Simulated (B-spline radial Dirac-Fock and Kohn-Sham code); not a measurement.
# K-shell conversion coefficients of Br against transition energy

Level of theory: a Dirac-Hartree-Slater potential of the neutral atom with a Latter tail (no hole, which puts coefficients of high multipoles low close above an edge), finite nucleus with surface currents; an atomic code on a B-spline grid. Subshells within 1 keV of threshold and pair formation are left out.

```
energy (keV)        E1        E3        E5        M1        M2        M5
        14.7      17.1       465      2590      26.1      1500    187000
        18.4      9.48      1370    108000      13.4       630  1.49e+06
        18.6      9.21      1380    114000      13.0       604  1.52e+06
        18.8      8.95      1380    120000      12.6       579  1.54e+06
          20      7.59      1380    150000      10.5       455  1.56e+06
        21.7      6.09      1280    172000      8.23       332  1.43e+06
        22.4      5.59      1220    175000      7.50       293  1.35e+06
        23.9      4.68      1090    172000      6.19       228  1.15e+06
        27.5      3.18       791    139000      4.09       132    723000
        32.7      1.96       480     85800      2.46      67.8    351000
          50     0.581       107     14800     0.716      13.4     40700
         100    0.0755      6.19       382     0.102      1.04       790
         164    0.0174     0.728      23.0    0.0271     0.184      46.3
         165    0.0171     0.709      22.2    0.0266     0.181      44.7
         188    0.0117     0.404      10.6    0.0190     0.116      21.5
         200   0.00975     0.309      7.47    0.0162    0.0947      15.2
         206   0.00894     0.272      6.32    0.0150    0.0859      12.9
         272   0.00404    0.0840      1.35   0.00743    0.0349      2.88
         276   0.00388    0.0790      1.25   0.00716    0.0333      2.66
         365   0.00180    0.0254     0.282   0.00362    0.0140     0.631
         500  0.000805   0.00770    0.0594   0.00172   0.00556     0.137
         771  0.000298   0.00181   0.00894  0.000654   0.00170    0.0205
        1000  0.000177  0.000850   0.00334  0.000376  0.000873   0.00732
        1180  0.000130  0.000548   0.00189  0.000268  0.000583   0.00398
        1200  0.000126  0.000525   0.00179  0.000259  0.000560   0.00375
        1280  0.000112  0.000447   0.00145  0.000228  0.000480   0.00299
        1470  8.87e-05  0.000320  0.000946  0.000173  0.000348   0.00187
        2000  5.45e-05  0.000162  0.000397  9.68e-05  0.000176  0.000710
```

Problem. How fast do they fall between 1280 and 2000 keV?

Solution. As powers of the energy: E1 E^-1.62, E3 E^-2.28, E5 E^-2.91, M1 E^-1.91, M2 E^-2.25, M5 E^-3.22. Within one type (E or M) the higher multipoles fall faster.

Values without a named source are computed, but for edge energies of neutral atoms, which are taken from tables.
